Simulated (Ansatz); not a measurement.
Molecule: C₃H₁₁ClSi₂, charge 0, multiplicity 1. 
Structure (B3LYP-D3(BJ)/def2-TZVP (Ansatz, a first-principles code) minimum search):
SMILES: C[SiH2][Si](C)(C)Cl
```xyz
17

C      2.7038    -0.7468     0.1820
Si     1.1829    -1.0681    -0.8771
Si    -0.7062    -0.0537     0.0679
C     -1.0934    -0.7326     1.7693
C     -2.2128    -0.1228    -1.0384
Cl    -0.1957     1.9685     0.3137
H      2.5816    -1.1784     1.1771
H      3.5977    -1.1813    -0.2682
H      2.8634     0.3264     0.2970
H      0.9419    -2.5321    -1.0004
H      1.3823    -0.5342    -2.2493
H     -1.9286    -0.1920     2.2193
H     -0.2336    -0.6437     2.4347
H     -1.3652    -1.7891     1.7015
H     -3.0485     0.4153    -0.5864
H     -2.0056     0.3225    -2.0122
H     -2.5180    -1.1605    -1.1955
```

Total electronic energies in hartree. Correlated levels leave the core frozen unless marked. Spin-orbit coupling is left out. Non-relativistic. CBS marks a two-point X^-3 extrapolation of the correlation energy; Hartree-Fock from the larger set. The bracket is a focal-point correction in the basis named.

| level | program | energy (Eh) |
|---|---|---|
| HF/cc-pV(T+d)Z | Ansatz | -1157.56163 |
| r2SCAN/def2-TZVPD | Ansatz | -1160.13408 |
| B3LYP/def2-TZVPD | Ansatz | -1160.35867 |
| PBE0/STO-3G | Ansatz | -1146.61199 |
| PBE0-D4/def2-TZVPD | Ansatz + dftd4 | (withheld) |
| PBE0/def2-TZVP | Ansatz | -1159.74587 |
| BHLYP-D4/def2-TZVPD | Ansatz + dftd4 | -1160.23512 |
| HSE06/def2-TZVPD | Ansatz | -1159.71817 |
| wB97X-V/def2-TZVPD | Ansatz | -1160.10446 |
| PBE-QIDH/def2-TZVPD | Ansatz | -1159.47107 |
| RPA@PBE/cc-pV(Q+d)Z | Ansatz | -1159.34970 |
| MP2/6-31G | Ansatz | -1157.67493 |
| MP2/cc-pV(D+d)Z | Ansatz | -1158.25611 |
| MP2/aug-cc-pV(T+d)Z | Ansatz | -1158.55666 |
| MP2/cc-pV(T+d)Z | Ansatz | -1158.53532 |
| MP2/cc-pVTZ | Ansatz | -1158.52778 |
| RI-MP2/aug-cc-pV(Q+d)Z | Ansatz | -1158.63314 |
| RI-MP2/cc-pV(Q+d)Z | Ansatz | -1158.62389 |
| CCSD/cc-pwCVTZ | Ansatz | -1158.63081 |
| CCSD(T)/aug-cc-pV(D+d)Z | Ansatz | -1158.43160 |
| CCSD(T)/aug-cc-pV(T+d)Z | Ansatz | -1158.68330 |
| RI-MP2/CBS(aug-cc-pV(T+d)Z,aug-cc-pV(Q+d)Z)+[CCSD(T)-MP2]/aug-cc-pV(D+d)Z | Ansatz | -1158.7984 |
| CCSD(T)/CBS(cc-pV(T+d)Z,cc-pV(Q+d)Z) | Ansatz | -1158.7931 |

Complete the blanks.


- PBE0-D4/def2-TZVPD, energy (Eh): -1159.76175
